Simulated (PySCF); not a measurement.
Atoms are numbered as in `[SiH3:1][Si:2]([SiH3:3])([SiH2:4][PH2:5])[c:6]1[cH:7][cH:8][cH:9][cH:10][cH:11]1` (H(Xn): hydrogen on atom n).

Theoretical values (PySCF 2.14.0 with density-fitted response routines): PBE0-D3(BJ)/def2-SVP structure, NMR shieldings at PBE0/pcSseg-1/GIAO. One computed conformer, averaged over atoms made equivalent by symmetry, fast rotation or ring inversion, gas phase, no relativistic terms.

Shifts are taken against calculated references (same method and geometry level): 13C (σref 184.41) and 1H (σref 31.27) and 29Si (σref 351.99) vs TMS; 31P (σref 310.13) against H3PO4.

```json
{"atoms": "H(C7)/H(C11)", "nucleus": "1H", "count": "2", "δ (ppm)": "7.54"}
{"atoms": "C7/C11", "nucleus": "13C", "count": "2", "δ (ppm)": "?"}
{"atoms": "H(P5)", "nucleus": "1H", "count": "2", "δ (ppm)": "1.28"}
{"atoms": "C8/C10", "nucleus": "13C", "count": "2", "δ (ppm)": "?"}
{"atoms": "H(C8)/H(C10)", "nucleus": "1H", "count": "2", "δ (ppm)": "7.46"}
{"atoms": "Si2", "nucleus": "29Si", "count": "1", "δ (ppm)": "?"}
{"atoms": "H(C9)", "nucleus": "1H", "count": "1", "δ (ppm)": "7.49"}
{"atoms": "P5", "nucleus": "31P", "count": "1", "δ (ppm)": "-298.2"}
{"atoms": "C9", "nucleus": "13C", "count": "1", "δ (ppm)": "135.2"}
{"atoms": "H(Si4)", "nucleus": "1H", "count": "2", "δ (ppm)": "4.14"}
{"atoms": "Si1/Si3", "nucleus": "29Si", "count": "2", "δ (ppm)": "-102.8"}
{"atoms": "C6", "nucleus": "13C", "count": "1", "δ (ppm)": "135.6"}
{"atoms": "H(Si1)/H(Si3)", "nucleus": "1H", "count": "6", "δ (ppm)": "3.76"}
{"atoms": "Si4", "nucleus": "29Si", "count": "1", "δ (ppm)": "?"}
```

Q: Estimate the values marked ?.

A: 
- C7/C11: 142.7 ppm, aromatic CH
- C8/C10: 134.4 ppm, aromatic CH; the aromatic region
- Si4: -76.4 ppm, silicon bonded to P, Si, 2 H
- Si2: -82.3 ppm, silicon bonded to C, 3 Si

Shifts are as computed. Against solution values, carbons near 30 ppm lie about +2 ppm off and those near 130 ppm about +5 ppm. Of 1313 compounds with measured shifts, 239 miss one by over three times the rms of a fit or turn the order of signals round; such compounds aren't used in these exercises. Experimental scales use liquid or dissolved standards, which lie at an offset from isolated H3PO4.
